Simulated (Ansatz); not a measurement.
A run on `B1C[AsH]1` with other settings.

```yaml
crystal:
  periodic: [false, false, false]
  atoms:
    - {symbol: B, position_ang: [-0.786715, -0.016293, -0.645620]}
    - {symbol: C, position_ang: [0.012142, 0.598025, 0.702772]}
    - {symbol: As, position_ang: [1.424171, -0.183109, -0.937460]}
    - {symbol: H, position_ang: [-1.947688, -0.507229, -1.060750]}
    - {symbol: H, position_ang: [-0.091947, 0.107544, 1.812315]}
    - {symbol: H, position_ang: [0.299296, 1.781322, 0.743570]}
    - {symbol: H, position_ang: [1.159286, -1.856418, -0.666011]}
basis:
  gaussian: {orbitals: "6-31G*"}
hamiltonian: {xc: {name: LC-wPBE}}
accuracy: high
```

```sh
$ ansatz run in.yaml --threads 2 --pin off --events-out ev --progress --plain --max-ram 4352MiB
```

Shortened log:

```
Functional definition: LC-wPBE
1537 factors; integrals over basis functions are off by at most 4.6e-9 eV
443 factors; integrals over basis functions are off by at most 1.8e-9 eV
mean field evaluation 1: about -62597.7878 eV, gradient 2.0e1 eV
mean field evaluation 2: about -62598.3829 eV, gradient 1.6e1 eV
mean field evaluation 4: about -62598.9595 eV, gradient 1.1e0 eV
mean field evaluation 8: about -62598.9615 eV, gradient 3.9e-2 eV
mean field evaluation 16: about -62598.9615 eV, gradient 7.0e-5 eV
mean field -62598.96153866 eV, -2300.4694054455 hartree, gradient 5.3e-8 eV, S^2 0.000000; 0 other end points of the search recorded, 0 dependent functions left out
reference -62598.96153866 eV, -2300.4694054455 hartree; 24, 24 occupied and 49, 49 virtual orbitals, 1537 factors
Total energy: -62598.96153866 eV, -2300.4694054455 hartree
```

It took 1.8 s on 2 threads of an Intel Xeon 6975P-C on a shared host, with 0.33 GiB of host memory at the peak.
